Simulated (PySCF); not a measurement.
Species: C4H10N2OSi2.
Numbering: `[CH3:1][c:2]1[cH:3][c:4]([N:5]([SiH3:6])[SiH3:7])[o:8][n:9]1`

NICS = −σ at a ghost point: NICS(0) at the centroid of the ring atoms, NICS(1) 1 Å to either side along the normal of their mean plane, zz for the tensor component along that normal. Level: GIAO PBE0/pcSseg-1 (PySCF, non-relativistic, gas phase) on the PBE0-D3(BJ)/def2-SVP geometry, one conformer.

Ring bond lengths (Å), with Mayer bond orders in brackets: C2–C3 1.425 (1.19), C3–C4 1.372 (1.53), C4–O8 1.337 (1.04), O8–N9 1.379 (0.94), N9–C2 1.310 (1.65).

Question: What do the NICS probes read (ppm)?

Answer: 
| ring | type | NICS(0) | NICS(1), two faces | NICS(1)zz, two faces | rms pucker (Å) | centre to ring atoms, mean (Å) |
| --- | --- | --- | --- | --- | --- | --- |
| C2–C3–C4–O8–N9 | 5-membered ring with N and O; formal bonds all aromatic | -10.4 | -9.1 / -9.1 | -20.4 / -20.4 | 0.00 | 1.16 |

Question: What do they say, and how far can they be read as aromaticity?

Answer: 
- C2–C3–C4–O8–N9: mean NICS(1)zz -20.4 ppm, shielded. For a flat ring without four-coordinate atoms the NICS criterion counts such a value as aromatic.

Question: How equal are the bonds by HOMA? Use HOMA with the parameters of Krygowski (1993).

Answer: 
- C2–C3–C4–O8–N9: HOMA 0.54; the largest term is that of O8–N9, α(R − Ropt)² = 0.98.

Question: List the ring angles and the Hirshfeld charges of the ring atoms.

Answer: 
- C2–C3–C4–O8–N9: C2 111.8° (+0.041 e), C3 103.1° (-0.131 e), C4 109.3° (+0.113 e), O8 110.2° (-0.035 e), N9 105.6° (-0.137 e); sum 540.0° against 540° for a flat convex ring.

Question: How do the values depend on the level or the medium?

Answer: 
```json
{"level": "PBE0/pcSseg-1, gas", "NICS(0), C2–C3–C4–O8–N9": "-10.4", "mean NICS(1)zz, C2–C3–C4–O8–N9": "-20.4"}
{"level": "wB97X-D/pcSseg-1, gas", "NICS(0), C2–C3–C4–O8–N9": "-10.2", "mean NICS(1)zz, C2–C3–C4–O8–N9": "-20.4"}
{"level": "PBE0/pcSseg-1, IEF-PCM cyclohexane", "NICS(0), C2–C3–C4–O8–N9": "-10.3", "mean NICS(1)zz, C2–C3–C4–O8–N9": "-20.3"}
```

The geometry is the same throughout; the continuum's cavity takes Bondi-type radii × 1.2.

The values belong to the conformer `[CH3:1][c:2]1[cH:3][c:4]([N:5]([SiH3:6])[SiH3:7])[o:8][n:9]1`: C3–C4–N5–Si6 180°.
